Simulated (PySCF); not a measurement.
**Ca⁺ (calcium, charge +1): PBE calculation**

Configuration: [Ar] 4s1, 2S determinant. Calculation: PySCF 2.14, in Sapporo-DKH3-DZP-2012; the spin-free X2C one-electron Hamiltonian (Gaussian nucleus).

```json
{
 "Total energy": "-679.997 hartree",
 "One-electron energy": "-925.624 hartree",
 "Hartree (Coulomb) energy": "281.522 hartree",
 "Exchange-correlation energy": "-35.895 hartree",
 "⟨S²⟩": "0.7501",
 "⟨L²⟩": "0.000",
 "Sum of ⟨r⟩": "16.38 bohr",
 "Sum of ⟨r²⟩": "30.31 bohr²",
 "Langevin diamagnetic susceptibility": "-24.0 ×10⁻⁶ cm³/mol",
 "Time after the integrals": "0.16 s of wall time on 1 thread of Neoverse-V2 (shared host)"
}
```

```tsv
shell	electrons	mean orbital energy (hartree)	rms radius, mean of both spins (bohr)
1s α	1	-145.33130	0.0889
1s β	1	-145.33028	0.0889
2s α	1	-15.48498	0.396
2s β	1	-15.48390	0.396
2p α	3	-12.56291	0.365
2p β	3	-12.56190	0.365
3s α	1	-1.98805	1.24
3s β	1	-1.98392	1.24
3p α	3	-1.28685	1.38
3p β	3	-1.28147	1.38
4s α	1	-0.34405	3.84
```

Densities and radii are taken from the X2C orbitals without a picture-change correction, which distorts them close to the nucleus.
